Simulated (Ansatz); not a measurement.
The lowest singlet and triplet of GeH2 (SMILES [GeH2]); geometries from B3LYP-D3(BJ)/def2-TZVP, each state relaxed from the structure named, with no frequency check.
Singlet at the triplet's geometry (charge 0, multiplicity 1):
```xyz
3

Ge    -0.0001     0.0458     0.0000
H     -1.3353    -0.7361     0.0000
H      1.3395    -0.7284     0.0000
```

A positive gap puts the triplet lower; no zero-point energy. R- takes a restricted singlet. U- takes an unrestricted singlet (broken symmetry where lower, unprojected). The triplet is unrestricted in single-reference levels. Active spaces average the two states.

Frozen-core correlation. Filled d and f shells under p-block atoms count as core.

Run with Ansatz (an electronic-structure program) with Gaussian orbitals. Each number belongs to the level named beside it.

```json
[
 {"level": "R-r2SCAN/def2-TZVPP", "gap E(singlet) − E(triplet), vertical, at the triplet's geometry (kcal/mol)": "-5.99"},
 {"level": "U-B2PLYP/def2-TZVPP (spin-contaminated)", "gap E(singlet) − E(triplet), vertical, at the triplet's geometry (kcal/mol)": "-12.58"},
 {"level": "R-MP2/cc-pVDZ", "gap E(singlet) − E(triplet), vertical, at the triplet's geometry (kcal/mol)": "-6.45"},
 {"level": "U-SCS-MP2/cc-pVTZ (spin-contaminated)", "gap E(singlet) − E(triplet), vertical, at the triplet's geometry (kcal/mol)": "-9.12"},
 {"level": "U-CCSD/cc-pVTZ (spin-contaminated)", "gap E(singlet) − E(triplet), vertical, at the triplet's geometry (kcal/mol)": "-10.80"},
 {"level": "U-CCSD/cc-pVQZ (spin-contaminated)", "gap E(singlet) − E(triplet), vertical, at the triplet's geometry (kcal/mol)": "-11.14"},
 {"level": "R-CCSD(T)/cc-pVQZ", "gap E(singlet) − E(triplet), vertical, at the triplet's geometry (kcal/mol)": "-11.98"},
 {"level": "SA-CASSCF(6,6)/cc-pVDZ", "gap E(singlet) − E(triplet), vertical, at the triplet's geometry (kcal/mol)": "(withheld)"},
 {"level": "FIC-NEVPT4(SD) on SA-CASSCF(6,6)/cc-pVTZ", "gap E(singlet) − E(triplet), vertical, at the triplet's geometry (kcal/mol)": "-12.09"}
]
```

**Question.** Complete the blanks.

**Answer.** 
- SA-CASSCF(6,6)/cc-pVDZ, gap E(singlet) − E(triplet), vertical, at the triplet's geometry (kcal/mol): -7.47

Doubts at one or more of the structures used: a restricted determinant that unrestricted orbitals would lower (R-r2SCAN/def2-TZVPP, R-MP2/cc-pVDZ, R-CCSD(T)/cc-pVQZ); T1 above 0.05 (U-CCSD/cc-pVTZ (spin-contaminated), U-CCSD/cc-pVQZ (spin-contaminated)).
